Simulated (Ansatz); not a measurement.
Geometry optimisation, Ansatz, RHF/def2-mTZVP.

Input:

```yaml
crystal:
  periodic: [false, false, false]
  atoms:
    - { symbol: B, position_ang: [0.6644, 1.7277, 1.1422] }
    - { symbol: S, position_ang: [0.1425, 0.3253, 2.2413] }
    - { symbol: Ge, position_ang: [-0.8368, -0.8064, 0.5676] }
    - { symbol: Si, position_ang: [0.8244, -1.2792, -1.0686] }
    - { symbol: Se, position_ang: [-2.5868, 0.415, -0.3627] }
    - { symbol: H, position_ang: [-0.137, 2.6856, 0.9773] }
    - { symbol: H, position_ang: [1.6794, 1.7711, 0.5685] }
    - { symbol: H, position_ang: [-1.319, -2.124, 1.1391] }
    - { symbol: H, position_ang: [1.8674, -2.0327, -0.4352] }
    - { symbol: H, position_ang: [1.261, -0.0326, -1.6124] }
    - { symbol: H, position_ang: [0.1, -2.0857, -2.1012] }
    - { symbol: H, position_ang: [-3.07147, -0.83268, -1.12732] }
basis:
  gaussian: { orbitals: def2-mTZVP }
hamiltonian:
  xc: hf
relax:
  f_tol: 0.015
  max_steps: 40
```

Command:

```bash
$ ansatz run input.yaml --threads 2 --pin off --max-ram 3072MiB --backend cpu --events-out ev --progress --plain --runs-dir out
```

Question: Where does it end, and by what steps?

Answer: The forces met the threshold. The force dipped under the threshold on the way, but the program's further checks kept it going. After 29 steps the energy has fallen by 0.884 eV; H6 moved furthest, 1.44 Å.

| step | energy less start (eV) | largest force component (eV/Å) | accepted |
| --- | --- | --- | --- |
| 0 | 0.0000 | 1.545 | yes |
| 2 | -0.3168 | 0.398 | yes |
| 4 | -0.3444 | 0.127 | yes |
| 6 | -0.4138 | 0.247 | yes |
| 8 | -0.5932 | 0.564 | yes |
| 10 | -0.7681 | 0.603 | yes |
| 12 | -0.8085 | 0.481 | yes |
| 14 | -0.8667 | 0.158 | yes |
| 16 | -0.8780 | 0.064 | yes |
| 18 | -0.8797 | 0.189 | no |
| 20 | -0.8831 | 0.052 | yes |
| 22 | -0.8834 | 0.042 | yes |
| 24 | -0.8837 | 0.021 | yes |
| 26 | -0.8839 | 0.004 | yes |
| 28 | -0.8837 | 0.068 | no |
| 29 | -0.8840 | 0.010 | yes |

```xyz
12
Properties=species:S:1:pos:R:3
B 0.533 1.976 1.237
S -0.055 0.538 2.143
Ge -0.821 -0.881 0.571
Si 0.826 -1.430 -1.100
Se -2.738 0.156 -0.394
H 0.974 2.859 1.883
H 0.488 2.035 0.059
H -1.258 -2.112 1.377
H 1.934 -2.165 -0.464
H 1.335 -0.202 -1.730
H 0.186 -2.284 -2.119
H -2.817 -0.759 -1.533
```

The run took 3.1 min on 2 threads of Arm Neoverse V1, with other jobs on the host, peak memory 0.53 GiB.
